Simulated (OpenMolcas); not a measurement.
O II: Slater's ratio, thermal populations, worked from levels

```yaml
Program: OpenMolcas 26.06
Basis: ANO-RCC-VDZP [3s2p1d]
Scalar_Hamiltonian: DKH2, point nucleus
Active_space: 5 electrons in 4 orbitals (2s 2p)
State_averaging: 2S+1 = 4 odd, 1 root; 2S+1 = 2 odd, 8 roots; 2S+1 = 4 even, 3 roots; 2S+1 = 2 even, 9 roots
Spin-orbit_coupling: state interaction with AMFI integrals over the reference wave functions, term energies averaged over their components
```

Methods: CASSCF; SS-CASPT2, IPEA 0.25 Eh, imaginary shift 0.1 Eh (closed shells correlated: 1s). Measured levels: NIST Handbook of Basic Atomic Spectroscopic Data.

**Slater's ratio.** With one set of orbitals, p3 has 2D* - 4S* = 9 F2 and 2P* - 2D* = 6 F2 (F2 = F²/25), a ratio of 2/3. Term energies are centres of gravity, weighted by 2J + 1.

| Source | 2D* - 4S* | 2P* - 4S* | F2 from the first | Ratio |
| --- | --- | --- | --- | --- |
| CASSCF | 30457 | 41117 | 3384 | 0.350 |
| SS-CASPT2 | 29333 | 42875 | 3259 | 0.462 |
| measured | 26819 | 40469 | 2980 | 0.509 |

Energies in cm-1. A ratio away from 2/3 shows effects beyond one configuration with one set of orbitals, and in heavier atoms second-order spin-orbit shifts. In CASSCF the valence s occupation is 1.94 in 2P* against 2.00 in 2D*: mixing out of s² acts most on 2P* and pulls it down.

**Thermal populations.** Z = Σ (2J + 1) exp(-E/kT) with k = 0.695035 cm-1/K, over the levels below. No other level of either list lies under 90000 cm-1, which is above 7 kT at each temperature.

```json
{"Level": "2s2 2p3 4S* 3/2", "2J + 1": "4", "SS-CASPT2": "0.0", "measured": "0.0"}
{"Level": "2s2 2p3 2D* 3/2", "2J + 1": "4", "SS-CASPT2": "29330", "measured": "26831"}
{"Level": "2s2 2p3 2D* 5/2", "2J + 1": "6", "SS-CASPT2": "29330", "measured": "26811"}
{"Level": "2s2 2p3 2P* 3/2", "2J + 1": "4", "SS-CASPT2": "42870", "measured": "40468"}
{"Level": "2s2 2p3 2P* 1/2", "2J + 1": "2", "SS-CASPT2": "42880", "measured": "40470"}
```

| T (K) | Z, SS-CASPT2 | Z, measured levels | Ground level (%), SS-CASPT2 | Ground level (%), measured levels |
| --- | --- | --- | --- | --- |
| 12000 | 4.332 | 4.448 | 92.3 | 89.9 |

At 12000 K, kT = 8340 cm-1, and the computed levels give Z = 4.000 + 0.119 + 0.178 + 0.023 + 0.012 = 4.332.

CASPT2 breaks the degeneracy within a term, and the mean is taken; among the terms shown or strongly mixed into the levels shown the widest spread is 130 cm-1 (2s2 2p3 2D*, SS-CASPT2). Without dynamic correlation excited terms often stand tens of per cent too high (terms of higher spin than the ground term too low), and those without a measured partner can miss by more than the paired ones (holds for CASSCF). Measured partners are found by configuration, term and J. A level has none where our copy of the source lacks it or the pairing is in doubt (some pairs that miss far off the trend of their configuration count as doubtful), and it then counts in no deviation. Levels of configurations outside the active space are missing.

* marks odd parity.
